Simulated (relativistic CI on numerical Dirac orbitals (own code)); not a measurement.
# Rb VI: sensitivity of the levels to the model

Base calculation: Dirac-Coulomb-Breit CI, KLI orbitals optimised for each configuration, model QED, valence Slater integrals scaled by 0.85, P86 correlation energy added to each configuration.

CI space (outside the closed core [Ar] 3d10): 4s²4p², 4s4p³, 4s²4p4d, 4p⁴, 4s4p²4d, 4s²4p4f, 4s²4p5s, 4s4p²4f, 4s²4p5p, 4p³4d, 4s²4p5d, 4s²4p6s, 4s4p²5s, 4s4p4d², 4s²4p6p, 4s²4d4f, 4s²4p5f, 4s²4p5g, 4s4p²5p, 4s²4p6d, 4s²4p7s, 4s²4p7p, 4s²4p6f, 4p³4f, 4s4p²5d, 4s4p²6s, 4s²4d5p, 4s²4d², 4s4d³, 4s4d²4f, 4p²4d², 4p4d³, 4p4d²4f, 4p4d²5s, 4s²4f², 4s4d4f², 4s4f³, 4p²4f², 4p4d4f², 4p4f³, 4p4f²5s, 4s²4d5s, 4s4d²5s, 4s4d4f5s, 4s4p4d4f, 4s4p5s5p, 4s4d5s5p, 4p4d5s5p, 4s4f5s5p, 4s5s²5p, 4p4f5s5p, 4p²4d5s, 4p4d4f5s, 4p4d5s², 4s4p4f5s, 4s4f²5s, 4s4f5s². Double excitations out of closed p, d and f shells are left out; levels of such configurations are missing from the list, as are those of other unlisted configurations, and high levels can miss mixing partners. These lack a partner that the ground configuration has and come out too high: 4s4p²5p, 4s4p²5d, 4s4p²6s, 4s²4p5p, 4s²4p5d.

Variants: (1) valence Slater integrals scaled by 0.75; (2) no correlation estimate. Shifts of the energy above 4s²4p² ³P0, in cm⁻¹, for the lowest level and the first level of each name with at least 55 % of one term (blank where a level changes its place among those of its configuration and J or its character, or is not in the variant):

| Level | Base | Δ(1) | Δ(2) | Measured |
| --- | --- | --- | --- | --- |
| 4s²4p² ³P0 | 0.0 | 0.0 | 0.0 | 0.0 |
| 4s²4p² ³P1 | 5074.6 | +202.4 | -0.5 | 5140.0 |
| 4s²4p² ³P2 | 9704.5 | +15.9 | -4.0 | 9899.0 |
| 4s²4p² ¹D2 | 23106.5 | -977.6 | -23.2 | 23746.0 |
| 4s²4p² ¹S0 | 43318.5 | -3152.5 | -11.0 | 45201.0 |
| 4s4p³ ⁵S°2 | 114716.9 | +4828.6 | -429.8 |  |
| 4s4p³ ³D°1 | 149719.1 | +1567.9 | -563.3 | 148531.0 |
| 4s4p³ ³D°2 | 149831.2 | +1545.6 | -560.7 | 148667.0 |
| 4s4p³ ³D°3 | 151616.0 | +1667.4 | -560.6 | 150434.0 |
| 4s4p³ ³P°0 | 168801.8 | -457.9 | -541.7 | 168930.0 |
| 4s4p³ ³P°1 | 169387.1 | -381.7 | -545.6 | 169477.0 |
| 4s4p³ ³P°2 | 170137.4 | -226.4 | -563.4 | 170125.0 |
| 4s4p³ ¹D°2 | 189796.1 | -463.9 | -885.7 | 188065.0 |
| 4s4p³ ³S°1 | 209887.9 | -5557.5 | -504.2 | 208835.0 |

At this charge configurations can still be misplaced by up to about 7 % of their energy. 13 of the 13 excited levels that our extract of the measured tables holds in this range could be paired (the sources list more); they are missed by 749 cm⁻¹ on average and 1882 at most, and levels without a partner can miss by more.

Measured levels: Sansonetti, J. Phys. Chem. Ref. Data 35, 301 (2006).

Ionisation energy from the two ground configurations alone: base 83.93 eV; valence Slater integrals scaled by 0.75 83.84 eV; no correlation estimate 82.69 eV. The NIST ASD value (theoretical) is 82.9 eV.

LS names give the leading component of a level, which can be under half, so a name can repeat, a term be missing and a line seem to break the LS rules.
